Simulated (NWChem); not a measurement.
System: SnH2OCl2; SMILES [OH][SnH]([Cl])[Cl]

NWChem input:

```
start job
memory heap 200 mb stack 900 mb global 1100 mb
geometry units angstroms noautoz
  Sn    -0.350020     0.069068     0.335296
  O     -1.993695     0.242127    -0.723174
  Cl     1.006250     1.928436    -0.075892
  Cl     0.844575    -1.787826    -0.433522
  H     -0.771479    -0.070113     1.970515
  H     -1.825391     0.324759    -1.670257
end
basis spherical
  * library def2-svp
end
ecp
  Sn library def2-ecp
end
dft
  xc xpbe96 cpbe96
  iterations 150
end
tddft
  cis
  nroots 8
  notriplet
end
task tddft energy
```

NWChem printed, in part:

```
             Northwest Computational Chemistry Package (NWChem) 7.3.0
             --------------------------------------------------------

 CS  symmetry detected

                             Geometry "geometry" -> ""
                             -------------------------

 Output coordinates in angstroms (scale by  1.889725989 to convert to a.u.)

  No.       Tag          Charge          X              Y              Z
 ---- ---------------- ---------- -------------- -------------- --------------
    1 Sn                  50.0000    -0.31422974     0.29461616     0.00000000
    2 O                    8.0000    -1.91290993    -0.84389034     0.00000000
    3 Cl                  17.0000     0.98600254    -0.23851530     1.86846469
    4 Cl                  17.0000     0.98600254    -0.23851530    -1.86846469
    5 H                    1.0000    -0.80480295     1.91642938     0.00000000
    6 H                    1.0000    -1.70451708    -1.78659469     0.00000000

 Effective nuclear repulsion energy (a.u.)     617.1051019624

      Symmetry information
      --------------------

 Group name             Cs
 Group number              2
 Group order               2
 No. of unique centers     5

 Summary of "ao basis" -> "ao basis" (spherical)
 ------------------------------------------------------------------------------
       Tag                 Description            Shells   Functions and Types
 ---------------- ------------------------------  ------  ---------------------
 Sn                         def2-svp                10       26   4s4p2d
 O                          def2-svp                 6       14   3s2p1d
 Cl                         def2-svp                 8       18   4s3p1d
 H                          def2-svp                 3        5   2s1p

      Symmetry analysis of basis
      --------------------------

        a'         54
        a"         32

            General Information
            -------------------
          SCF calculation type: DFT
          Wavefunction type:  closed shell.
          No. of atoms     :     6
          No. of electrons :    66
           Alpha electrons :    33
            Beta electrons :    33
          Charge           :     0
          Spin multiplicity:     1
          Use of symmetry is: off; symmetry adaption is: on
          Maximum number of iterations: 150
          AO basis - number of functions:    86
                     number of shells:    38
          Convergence on energy requested:  1.00D-06
          Convergence on density requested:  1.00D-05
          Convergence on gradient requested:  5.00D-04

              XC Information
              --------------
          PerdewBurkeErnzerhof Exchange Functional  1.000
            Perdew 1991 LDA Correlation Functional  1.000 local
           PerdewBurkeErnz. Correlation Functional  1.000 non-local

             Grid Information
             ----------------
          Grid used for XC integration:  medium
          Radial quadrature: Mura-Knowles
          Angular quadrature: Lebedev.
          Tag              B.-S. Rad. Rad. Pts. Rad. Cut. Ang. Pts.
          ---              ---------- --------- --------- ---------
          Sn                  1.45      123           8.0       590
          O                   0.60       49           9.0       434
          Cl                  1.00       88          10.0       590
          H                   0.35       45          10.0       434
          Grid pruning is: on
          Number of quadrature shells:   438
          Spatial weights used:  Erf1

      Superposition of Atomic Density Guess
      -------------------------------------

 Sum of atomic energies:       -1243.43249329

      Non-variational initial energy
      ------------------------------

 Total energy =   -1208.132219
 1-e energy   =   -2401.599460
 2-e energy   =     866.901088
 HOMO         =      -0.403647
 LUMO         =      -0.030270

      Symmetry analysis of molecular orbitals - initial
      -------------------------------------------------

  Numbering of irreducible representations:

     1 a'          2 a"

  Orbital symmetries:

     1 a'          2 a"          3 a'          4 a'          5 a"
     6 a'          7 a"          8 a'          9 a'         10 a"
    11 a"         12 a'         13 a'         14 a'         15 a"
    16 a'         17 a"         18 a'         19 a'         20 a"
    21 a'         22 a'         23 a"         24 a'         25 a'
    26 a"         27 a'         28 a'         29 a"         30 a'
    31 a"         32 a"         33 a'         34 a'         35 a'
    36 a"         37 a'         38 a'         39 a'         40 a'
    41 a"         42 a'         43 a'

 !! scf_movecs_sym_adapt:    2 vectors were symmetry contaminated

  Symmetry fudging

   convergence    iter        energy       DeltaE   RMS-Dens  Diis-err
 ---------------- ----- ----------------- --------- --------- ---------
 d= 0,ls=0.0,diis     1  -1210.2730718901 -1.54D+03  3.34D-02  9.83D-01

 !! scf_movecs_sym_adapt:    2 vectors were symmetry contaminated

  Symmetry fudging
 d= 0,ls=0.0,diis     2  -1209.6362094655  6.37D-01  2.38D-02  6.41D+00
 d= 0,ls=0.0,diis     3  -1210.3658131169 -7.30D-01  8.18D-03  2.57D-01
 d= 0,ls=0.0,diis     4  -1210.3889429037 -2.31D-02  3.17D-03  9.62D-02
 d= 0,ls=0.0,diis     5  -1210.4024217402 -1.35D-02  2.56D-04  8.30D-04
  Resetting Diis
 d= 0,ls=0.0,diis     6  -1210.4025079647 -8.62D-05  6.16D-05  3.98D-05
 d= 0,ls=0.0,diis     7  -1210.4025126255 -4.66D-06  4.02D-05  2.46D-06
 d= 0,ls=0.0,diis     8  -1210.4025119989  6.27D-07  2.58D-05  8.11D-06
 d= 0,ls=0.0,diis     9  -1210.4025129418 -9.43D-07  7.66D-06  6.62D-07

         Total DFT energy =    -1210.402512941820
      One electron energy =    -2402.981401443819
           Coulomb energy =      949.489741837256
    Exchange-Corr. energy =      -83.477006303310
 Nuclear repulsion energy =      326.566152968053

 Numeric. integr. density =       66.000008562774

                  Occupations of the irreducible representations
                  ----------------------------------------------

                     irrep           alpha         beta
                     --------     --------     --------
                     a'               20.0         20.0
                     a"               13.0         13.0

                       DFT Final Molecular Orbital Analysis
                       ------------------------------------

[...]

                                NWChem TDDFT Module
                                -------------------

            General Information
            -------------------
           No. of orbitals :     172
            Alpha orbitals :      86
             Beta orbitals :      86
        Alpha frozen cores :       0
         Beta frozen cores :       0
     Alpha frozen virtuals :       0
      Beta frozen virtuals :       0
         Spin multiplicity :       1
    Number of AO functions :      86
        Use of symmetry is : off
      Symmetry adaption is : on
         Schwarz screening :  0.10D-07

              XC Information
              --------------
   PerdewBurkeErnzerhof Exchange Functional   1.00
     Perdew 1991 LDA Correlation Functional   1.00 local
    PerdewBurkeErnz. Correlation Functional   1.00 non-local

             TDDFT Information
             -----------------
          Calculation type : Tamm-Dancoff TDDFT
         Wavefunction type : Restricted singlets
          No. of electrons :      66
           Alpha electrons :      33
            Beta electrons :      33
              No. of roots :       8
          Max subspacesize :    5600
            Max iterations :     100
               Target root :       1
           Target symmetry : none
      Symmetry restriction : off
                 Algorithm : Optimal
        Davidson threshold :  0.10D-03

    8 smallest eigenvalue differences (eV)
--------------------------------------------------------
  No. Spin  Occ  Vir  Irrep   E(Occ)    E(Vir)   E(Diff)
--------------------------------------------------------
    1    1   33   34 a"       -0.269    -0.101     4.566
    2    1   32   34 a"       -0.280    -0.101     4.857
    3    1   31   34 a'       -0.281    -0.101     4.889
    4    1   30   34 a"       -0.286    -0.101     5.017
    5    1   29   34 a'       -0.287    -0.101     5.061
    6    1   28   34 a'       -0.316    -0.101     5.857
    7    1   33   35 a"       -0.269    -0.029     6.525
    8    1   33   36 a'       -0.269    -0.025     6.639
--------------------------------------------------------

  Entering Davidson iterations
  Restricted singlet excited states

  Iter   NTrls   NConv    DeltaV     DeltaE      Time
  ----  ------  ------  ---------  ---------  ---------
    1      8       0     0.25E+00   0.10+100        2.8
    2     16       0     0.40E-01   0.82E-01        2.8
    3     24       0     0.22E-01   0.13E-02        2.8
    4     32       1     0.93E-02   0.63E-03        2.8
    5     39       5     0.15E-01   0.44E-02        2.7
    6     42       7     0.69E-03   0.26E-03        2.0
    7     43       8     0.42E-04   0.45E-06        1.6
  ----  ------  ------  ---------  ---------  ---------
  Convergence criterion met

  Ground state a'      -1210.402512941820 a.u.

  ----------------------------------------------------------------------------
  Root   1 singlet a"             0.173471681 a.u.                4.7204 eV
  ----------------------------------------------------------------------------
     Transition Moments    X -0.00000   Y  0.00000   Z -0.15847
     Dipole Oscillator Strength                    0.0029043957
     Electric Quadrupole                           0.0000000010
     Magnetic Dipole                               0.0000000305
     Total Oscillator Strength                     0.0029044272

     Occ.   32  a"  ---  Virt.   34  a'      -0.10569
     Occ.   33  a"  ---  Virt.   34  a'       0.99118
  ----------------------------------------------------------------------------
  Root   2 singlet a"             0.188696198 a.u.                5.1347 eV
  ----------------------------------------------------------------------------
     Transition Moments    X  0.00000   Y  0.00000   Z -0.25767
     Dipole Oscillator Strength                    0.0083520944
     Electric Quadrupole                           0.0000000136
     Magnetic Dipole                               0.0000000186
     Total Oscillator Strength                     0.0083521266

     Occ.   27  a"  ---  Virt.   34  a'       0.07745
     Occ.   30  a"  ---  Virt.   34  a'       0.68596
     Occ.   32  a"  ---  Virt.   34  a'       0.71465
     Occ.   33  a"  ---  Virt.   34  a'       0.06896
  ----------------------------------------------------------------------------
  Root   3 singlet a"             0.191403672 a.u.                5.2084 eV
  ----------------------------------------------------------------------------
     Transition Moments    X  0.00000   Y -0.00000   Z  0.48519
     Dipole Oscillator Strength                    0.0300387637
     Electric Quadrupole                           0.0000000153
     Magnetic Dipole                               0.0000000012
     Total Oscillator Strength                     0.0300387802

     Occ.   27  a"  ---  Virt.   34  a'      -0.13235
     Occ.   30  a"  ---  Virt.   34  a'       0.72151
     Occ.   30  a"  ---  Virt.   35  a'      -0.06338
     Occ.   32  a"  ---  Virt.   34  a'      -0.65848
     Occ.   33  a"  ---  Virt.   34  a'      -0.06145
     Occ.   33  a"  ---  Virt.   35  a'      -0.10207
  ----------------------------------------------------------------------------
  Root   4 singlet a'             0.192415650 a.u.                5.2359 eV
  ----------------------------------------------------------------------------
     Transition Moments    X -0.15356   Y -0.44597   Z -0.00000
     Dipole Oscillator Strength                    0.0285376910
     Electric Quadrupole                           0.0000000354
     Magnetic Dipole                               0.0000000010
     Total Oscillator Strength                     0.0285377274

     Occ.   26  a'  ---  Virt.   34  a'       0.13614
     Occ.   28  a'  ---  Virt.   34  a'      -0.11467
     Occ.   29  a'  ---  Virt.   34  a'      -0.16394
     Occ.   31  a'  ---  Virt.   34  a'       0.95547
     Occ.   32  a"  ---  Virt.   36  a"      -0.05615
     Occ.   33  a"  ---  Virt.   36  a"      -0.12360
  ----------------------------------------------------------------------------
  Root   5 singlet a'             0.195056017 a.u.                5.3077 eV
  ----------------------------------------------------------------------------
     Transition Moments    X -0.34199   Y  0.08063   Z  0.00000
     Dipole Oscillator Strength                    0.0160539809
     Electric Quadrupole                           0.0000000094
     Magnetic Dipole                               0.0000000016
     Total Oscillator Strength                     0.0160539919

     Occ.   26  a'  ---  Virt.   34  a'      -0.06003
     Occ.   28  a'  ---  Virt.   34  a'      -0.20738
     Occ.   29  a'  ---  Virt.   34  a'       0.95622
     Occ.   31  a'  ---  Virt.   34  a'       0.13238
     Occ.   31  a'  ---  Virt.   35  a'       0.05896
     Occ.   33  a"  ---  Virt.   36  a"      -0.11615
  ----------------------------------------------------------------------------
  Root   6 singlet a'             0.229980506 a.u.                6.2581 eV
  ----------------------------------------------------------------------------
     Transition Moments    X -0.37618   Y  0.11745   Z -0.00000
     Dipole Oscillator Strength                    0.0238120455
     Electric Quadrupole                           0.0000001387
     Magnetic Dipole                               0.0000000497
     Total Oscillator Strength                     0.0238122339

     Occ.   26  a'  ---  Virt.   34  a'      -0.09161
     Occ.   28  a'  ---  Virt.   34  a'       0.86383
     Occ.   29  a'  ---  Virt.   34  a'       0.10779
     Occ.   29  a'  ---  Virt.   35  a'       0.07972
     Occ.   30  a"  ---  Virt.   36  a"       0.12732
     Occ.   31  a'  ---  Virt.   34  a'       0.07267
     Occ.   31  a'  ---  Virt.   35  a'       0.22534
     Occ.   32  a"  ---  Virt.   36  a"      -0.05806
     Occ.   33  a"  ---  Virt.   36  a"      -0.37577
  ----------------------------------------------------------------------------
  Root   7 singlet a"             0.246793684 a.u.                6.7156 eV
  ----------------------------------------------------------------------------
     Transition Moments    X  0.00000   Y -0.00000   Z  0.29490
     Dipole Oscillator Strength                    0.0143087276
     Electric Quadrupole                           0.0000000591
     Magnetic Dipole                               0.0000005704
     Total Oscillator Strength                     0.0143093571

     Occ.   27  a"  ---  Virt.   34  a'      -0.16768
     Occ.   29  a'  ---  Virt.   36  a"       0.07931
     Occ.   32  a"  ---  Virt.   34  a'      -0.05745
     Occ.   32  a"  ---  Virt.   35  a'      -0.06937
     Occ.   33  a"  ---  Virt.   35  a'       0.97332
  ----------------------------------------------------------------------------
  Root   8 singlet a"             0.252239369 a.u.                6.8638 eV
  ----------------------------------------------------------------------------
     Transition Moments    X -0.00000   Y  0.00000   Z  0.08564
     Dipole Oscillator Strength                    0.0012332061
     Electric Quadrupole                           0.0000000070
     Magnetic Dipole                               0.0000005681
     Total Oscillator Strength                     0.0012337813

[...]
```

Level: PBE/def2-SVP with def2 effective core potentials on Sn, TDA. All runs use the structure optimised with PBE0/def2-SVP. def2 effective core potentials on Sn; no spin-orbit coupling.
